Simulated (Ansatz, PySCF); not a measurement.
Reaction R1 + 2 R2 → 2 P1 + P2, each structure at its B3LYP-D3(BJ)/def2-TZVP stationary point, reached from a drawn start (curvature not checked).
P1: H2 (SMILES [H][H]), charge 0, multiplicity 1.
R1: H2O (SMILES O), charge 0, multiplicity 1.
R2, SiH4 (SMILES [SiH4]) (charge 0, multiplicity 1):
```xyz
5

Si     0.0000     0.0000     0.0000
H      0.8547     0.8547     0.8547
H     -0.8547    -0.8547     0.8547
H     -0.8547     0.8547    -0.8547
H      0.8547    -0.8547    -0.8547
```
P2: H6OSi2 (SMILES [SiH3]O[SiH3]), charge 0, multiplicity 1.

P less R. No zero-point or thermal terms.

Cores are frozen in the correlated methods. CBS: X⁻³ extrapolation of the correlation energy, Hartree–Fock from the larger set.

Programs: Ansatz (Gaussian orbitals); PySCF for the D3/D4 terms. No computed number here is a measurement.

| level | reaction energy (kcal/mol) |
|---|---|
| HF/cc-pV(Q+d)Z | -35.09 |
| PBE/def2-TZVPP | -28.57 |
| r2SCAN-D3(BJ)/def2-TZVPP | -35.42 |
| B3LYP-D3(BJ)/def2-TZVPP | -34.68 |
| B3LYP-D4/def2-TZVPP | -35.00 |
| PBE0-D4/def2-TZVPP | -30.90 |
| SCS-MP2/cc-pV(Q+d)Z | -38.17 |
| CCSD/cc-pV(D+d)Z | -24.79 |
| CCSD(T)/CBS(cc-pV(T+d)Z, cc-pV(Q+d)Z) | ? |

Task: Fill in the missing entries.

Result: 
- CCSD(T)/CBS(cc-pV(T+d)Z, cc-pV(Q+d)Z), reaction energy (kcal/mol): -36.11

Ansatz is a quantum-chemistry and plane-wave program.
